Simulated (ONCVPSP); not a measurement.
**Before and after: ONCV potential for phosphorus**

ONCVPSP 4.0.1 input, shortened (lines: element, Z, core and valence counts, functional; n l f; lmax; l rc ep ncon nbas qcut; lloc lpopt rc5 dvloc0; l nproj debl; icmod fcfact rcfact), PBE, scalar-relativistic:

```
  P 15.00    3    2        4      upf
    1    0    2.00
    2    0    2.00
    2    1    6.00
    3    0    2.00
    3    1    2.75
    2
    0    1.45    0.00    3    6    4.60
    1    1.75    0.00    4    8    3.70
    2    1.55    0.41    4    7    6.50
    4    5    1.20    6.00
    0    2    3.90
    1    2    3.60
    2    2    1.10
    0    0.00    0.00
```

Change: p: debl 0.9.

Cutoffs: the cutoffs (Ha) at which the residual kinetic energy of the hardest occupied pseudo-wave falls to 1 and 0.1 mHa per electron; they do not see the model core or the augmentation charge, which bear on the density cutoff. Errors are all-electron minus pseudo energies relative to the spin-unpolarised reference configuration.

Problem. How do hardness, ghosts and transferability respond?

Solution. The potential gets neither clearly harder nor softer (9.9 Ha and 23 Ha → 9.9 Ha and 23 Ha); the errors of the 4 common tests hardly move; the range in which the p phases agree narrows (upper end at the end of the scan → 3.7); neither file shows a bound ghost.

| quantity | base | changed |
| --- | --- | --- |
| cutoff, loose | 9.9 Ha | 9.9 Ha |
| cutoff, tight | 23 Ha | 23 Ha |
| bound ghosts | none | none |
| GHOST(+) flags under 300 eV | none | none |
| error for 3s2 3p3, meV [ΔE -1.63 eV] | +0.1 | +0.1 |
| error for 3s2 3p2, meV [ΔE 8.10 eV] | -0.6 | -0.7 |
| error for 3s2 3p1, meV [ΔE 27.25 eV] | +0.7 | +0.4 |
| error for 3s2 3p0, meV [ΔE 56.99 eV] | +20 | +20 |
| s: phases at 1.47 bohr within 0.05 rad from the reference energy up to (Ha; the scan ends near 5) | to the end of the scan | to the end of the scan |
| p: phases at 1.77 bohr within 0.05 rad from the reference energy up to (Ha; the scan ends near 5) | to the end of the scan | 3.7 |
| d: phases at 1.57 bohr within 0.05 rad from the reference energy up to (Ha; the scan ends near 5) | to the end of the scan | to the end of the scan |
